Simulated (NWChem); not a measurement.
# Atomisation of BF₂

```
B
F 1 1.3092
F 1 1.3092 2 121.12
```
Charge 0, spin multiplicity 2.

The numbers come from NWChem runs, not from measurements. All single points use one geometry, from UB3LYP/def2-SVP, a minimum by its harmonic frequencies.

Basis set: def2-TZVP. The atomisation energy is electronic alone: no zero-point, thermal, spin-orbit or counterpoise terms. No value is extrapolated to the basis-set limit. Free atoms are single determinants with multiplicities F 2, B 2. Correlated methods freeze the same cores in atoms and molecule, 3 orbitals in all.

B3LYP has NWChem's definition, with VWN1-RPA local correlation. The structure started from a generated list of species. The unpaired electrons of the parent sit in orbitals of symmetry a1 (C2v labels of the run); other states weren't searched. The stability of the SCF solutions was not checked. Open-shell Hartree-Fock references start from PBE0 orbitals.

Task: Order these methods by the atomisation energy they give, lowest first: BHandHLYP, PBE0, MP2, HF.

Result: HF (228.4 kcal/mol), BHandHLYP (281.1 kcal/mol), PBE0 (298.2 kcal/mol), MP2 (308.0 kcal/mol)
